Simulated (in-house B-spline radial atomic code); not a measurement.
Orbital energies and mean radii along the 40-electron series, configuration 1s2 2s2 2p6 3s2 3p6 3d10 4s2 4p6 4d3/2(4). The effective charge is n√(-2ε), a non-relativistic measure. Computed with an all-electron radial atomic-structure program (B-spline basis): Dirac-Hartree-Fock, jj configuration that fills j = l - 1/2 first, finite nuclei.

```
  ion   Z  energy of 4d3/2 (Eh)  mean radius of 4d3/2 (bohr)  energy of 3d3/2 (Eh)  mean radius of 3d3/2 (bohr)  effective charge of 4d3/2
Pm21+  61               -23.971                      0.59425               -61.042                      0.23112                     27.696
Sm22+  62                     ?                            ?                     ?                            ?                          ?
Eu23+  63               -27.797                      0.55971               -68.886                      0.22084                     29.824
Gd24+  64               -29.808                      0.54395               -72.982                      0.21603                     30.884
Tb25+  65               -31.884                      0.52907               -77.195                      0.21142                     31.942
Dy26+  66                     ?                            ?                     ?                            ?                          ?
Ho27+  67               -36.235                      0.50168               -85.971                      0.20273                     34.052
Er28+  68               -38.509                      0.48904               -90.535                      0.19864                     35.104
Tm29+  69               -40.848                      0.47703               -95.215                       0.1947                     36.155
Yb30+  70               -43.254                      0.46559               -100.01                      0.19091                     37.204
Lu31+  71               -45.726                       0.4547               -104.93                      0.18726                     38.252
Hf32+  72               -48.263                       0.4443               -109.96                      0.18374                     39.299
Ta33+  73                     ?                            ?                     ?                            ?                          ?
 W34+  74               -53.537                      0.42487               -120.38                      0.17705                     41.391
```

**Question.** Fill in the row of Sm22+.

**Answer.** energy of 4d3/2 (Eh): -25.851; mean radius of 4d3/2 (bohr): 0.57645; energy of 3d3/2 (Eh): -64.906; mean radius of 3d3/2 (bohr): 0.22587; effective charge of 4d3/2: 28.762.

**Question.** Fill in the row of Dy26+.

**Answer.** energy of 4d3/2 (Eh): -34.027; mean radius of 4d3/2 (bohr): 0.51501; energy of 3d3/2 (Eh): -81.525; mean radius of 3d3/2 (bohr): 0.20699; effective charge of 4d3/2: 32.998.

**Question.** Fill in the row of Ta33+.

**Answer.** energy of 4d3/2 (Eh): -50.867; mean radius of 4d3/2 (bohr): 0.43437; energy of 3d3/2 (Eh): -115.11; mean radius of 3d3/2 (bohr): 0.18034; effective charge of 4d3/2: 40.345.

**Question.** How does the screening of 4d3/2 change?

**Answer.** Z less the effective charge goes from 33.30 at Z = 61 to 32.61 at Z = 74.
